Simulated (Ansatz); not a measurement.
A made-up structure of CH$_{2}$SSe, singlet:

```xyz
5
angstrom
S -0.7806 -1.3965 -0.7414
C -0.3677 -0.3062 0.3655
Se 0.7967 1.1525 0.2023
H -0.7679 -0.3357 1.3806
H -0.9084 -1.8751 -2.0079
```

It is relaxed with PBE-D4/def2-SVP and then PBE0-D4/def2-TZVP (Ansatz 0.2.0). Atoms count as bonded within 1.22 times the sum of their covalent radii (H–H: 0.88 Å). The end point is not checked to be a true minimum.

Problem. Does its bonding change? (Judge from chemistry; the calculation decides.)

Solution. The calculation gives: No: no bond forms or breaks.

Where it ends: The first stage lowers the energy by 2.50 eV in 9 steps. It ends as CH₂SSe ([SH][CH][Se]):
S1  (-1.078, -1.631, -0.569)
C2  (-0.401, -0.350, 0.334)
Se3  (0.690, 0.930, -0.190)
H4  (-0.736, -0.397, 1.370)
H5  (-0.503, -1.312, -1.745)
(Å)

Labels in which every atom is bracketed show which atoms are joined, not bond orders.

For scale, one of the runs: PBE0-D4/def2-TZVP relaxation, 128 basis functions, launched by `ansatz run in.yaml --threads 2 --pin off --events-out ev --progress --plain --max-ram 4352MiB`. Hardware: 2 CPU threads of an Arm Neoverse N1, shared host. Wall time about 37 s.
